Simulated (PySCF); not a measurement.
# How methods differ on the ionisation energy of P⁺

P⁺ [Ne] 3s2 3p2 (3P) → P²⁺ [Ne] 3s2 3p1 (2P), as a difference of total energies. Calculation: PySCF 2.14, in aug-cc-pCVTZ-DK with one added diffuse shell each of s, p, d, f type (9s8p6d4f, 91 functions); the spin-free X2C one-electron Hamiltonian (Gaussian nucleus). Correlated levels: nothing frozen. The calculations carry no spin-orbit coupling.

```
                 method  ionisation energy (eV)  plus first-order spin-orbit estimate  difference from reference of that sum (eV)
                    UHF                  19.152                                19.145                                      -0.624
    MP2 (all electrons)                  19.629                                19.623                                      -0.146
SCS-MP2 (all electrons)                  19.535                                19.529                                      -0.240
   CCSD (all electrons)                  19.663                                19.656                                      -0.113
CCSD(T) (all electrons)                  19.694                                19.688                                      -0.081
```

Reference: 19.769 eV (semi-empirical (NIST evaluation); NIST Atomic Spectra Database, ionization energies).

A first-order spin-orbit estimate (lowest level to lowest level, LS coupling) adds -0.007 eV.

Errors of the correlated levels include the incompleteness of this basis.
